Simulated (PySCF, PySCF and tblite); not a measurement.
A run on one conformer of C6H7NO2, numbered as in [CH3:1][NH:2][C:3](=[O:4])[CH2:5][C:6]#[C:7][CH:8]=[O:9], from an ensemble study. The sound level was B3LYP/pcSseg-1 (IEF-PCM, acetone) on GFN2-xTB geometries.

Input:

```
{"job": {"xc": "B3LYP", "basis": "pcSseg-1", "solvent": "acetone", "scf": {"conv": 0.01, "max_cycle": 88}, "kind": "nmr", "pop": false}, "charge": 0, "multiplicity": 1}
C     -2.019421    -1.007758    -1.378321
N     -1.105320    -0.186762    -0.621857
C     -1.313827     0.130564     0.667386
O     -2.285255    -0.198918     1.307158
C     -0.210970     1.015315     1.281620
C      1.099622     0.691933     0.792107
C      2.187455     0.380061     0.371590
C      3.451970     0.020971    -0.175910
O      3.660848    -0.197563    -1.341525
H     -1.529246    -1.924499    -1.709737
H     -2.389097    -0.464317    -2.249487
H     -2.854967    -1.259422    -0.727376
H     -0.243617     0.090402    -1.067581
H     -0.449004     2.053159     1.028302
H     -0.258830     0.910480     2.367843
H      4.252060    -0.044700     0.587814
```

Command: OMP_NUM_THREADS=1 python ens_run.py task.json out

Output:

```
final grid: 138264 points
cycle   1  E = -437.7216707935  dE =  1.590e+00  |g| = 1.152e+00  |ddm| = 4.006e+00
cycle   2  E = -436.8799697857  dE =  8.417e-01  |g| = 2.358e+00  |ddm| = 3.643e+00
cycle   3  E = -437.9548720623  dE = -1.075e+00  |g| = 2.366e-01  |ddm| = 2.831e+00
cycle   4  E = -437.9655079977  dE = -1.064e-02  |g| = 1.172e-01  |ddm| = 2.855e-01
cycle   5  E = -437.9680495592  dE = -2.542e-03  |g| = 4.788e-02  |ddm| = 1.006e-01
converged SCF energy = -437.9680495592

GIAO shielding tensors (ppm)
atom      isotropic    diamagn.    paramagn.     s11        s22        s33       span
  0 C      153.739     242.521     -88.782    124.627    154.640    181.950     57.323
  1 N      132.456     330.754    -198.298     25.295    171.460    200.612    175.316
  2 C       12.639     249.829    -237.190    -72.300     25.012     85.207    157.507
  3 O      -35.344     402.345    -437.689   -311.498   -126.638    332.105    643.604
  4 C      150.025     256.426    -106.401    124.467    151.700    173.908     49.441
  5 C       79.349     264.375    -185.026      8.480     22.023    207.543    199.063
  6 C       94.020     263.548    -169.529     12.791     14.177    255.090    242.299
  7 C       -3.166     251.965    -255.131    -92.126    -16.738     99.365    191.490
  8 O     -353.240     404.999    -758.239   -993.947   -462.373    396.600   1390.547
  9 H       29.076      29.191      -0.115     23.901     27.502     35.826     11.925
 10 H       29.072      27.589       1.483     23.883     27.194     36.138     12.254
 11 H       27.812      29.101      -1.290     23.697     27.950     31.788      8.091
 12 H       25.871      38.176     -12.306     18.598     28.131     30.882     12.284
 13 H       27.878      28.480      -0.602     24.936     26.299     32.398      7.462
 14 H       28.393      28.974      -0.581     23.700     28.017     33.461      9.761
 15 H       21.975      25.291      -3.316     17.899     21.711     26.313      8.414
```

Q: What is wrong with this calculation, and what did it do to the result?

A: The setting at fault: SCF threshold far too loose. Its loose threshold was met, which isn't self-consistency. Shieldings averaged over the conformers (ppm), as run and sound:
```tsv
atoms	as run	sound
C1	153.7	154.4
N2	132.5	132.5
C3	12.6	13.2
O4	-35.3	-35.9
C5	150.0	150.6
C6	79.3	76.5
C7	94.0	91.0
C8	-3.2	-3.6
O9	-353.2	-346.4
H1	28.7	28.6
H2	25.9	25.5
H5	28.1	28.2
H8	22.0	22.4
```
